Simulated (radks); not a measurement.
The caesium ion Cs+ inside a hard spherical wall (all orbitals vanish at R), configuration held at [Xe] and not refilled when levels cross. Calculated with a radial shooting solver on a logarithmic mesh with Libxc functionals: scalar-relativistic Kohn-Sham, PBE, spin-polarised, spherical densities, finite nucleus; Fermi nuclear charge, rms radius 4.8041 fm. Eigenvalues in eV for spin up, with the zero of energy where the potential of the charges vanishes at infinity; a dash marks a level that is unbound or too diffuse for the functional's potential to be trusted. A positive occupied level is held by the wall or, in an anion where self-interaction has pushed it up, behind a barrier. The pressure on the wall is -dE/dV.

R (bohr)  E (hartree)  kinetic (hartree)    e(4p)    e(4d)    e(5s)    e(5p)  e(6s, empty)  e(5d, empty)  pressure (GPa)
free       -7786.4924           8203.316  -166.06  -79.489  -31.936  -18.671             -             -               0
15         -7786.4924           8203.316  -166.06  -79.489  -31.936  -18.671             -        -4.396        < 0.0001
8          -7786.4923           8203.317  -166.05  -79.485  -31.932  -18.667        -5.217        -4.221         0.00506
7          -7786.4918           8203.323  -166.03  -79.462  -31.913  -18.648        -4.594        -3.980          0.0537
6          -7786.4881           8203.363  -165.89  -79.328  -31.807  -18.540        -3.029        -3.383           0.563
5          -7786.4605           8203.600  -165.23  -78.674  -31.303  -17.998         1.115        -1.779            5.94
4          -7786.2608           8204.921  -162.39  -75.895  -29.162  -15.525        13.286         3.123            67.1
3.5        -7785.8656           8207.099  -158.70  -72.318  -26.222  -11.963        27.595         9.085             240
2.5        -7781.5436           8225.511  -138.95  -53.392   -5.172   13.922        112.53        46.470            4030
2          -7770.9017           8264.688  -113.10  -28.238   36.066   62.725        244.97        108.36           22300
1.5        -7727.1438           8408.351  -49.443   38.904   183.17   225.58        613.04        289.31          182000
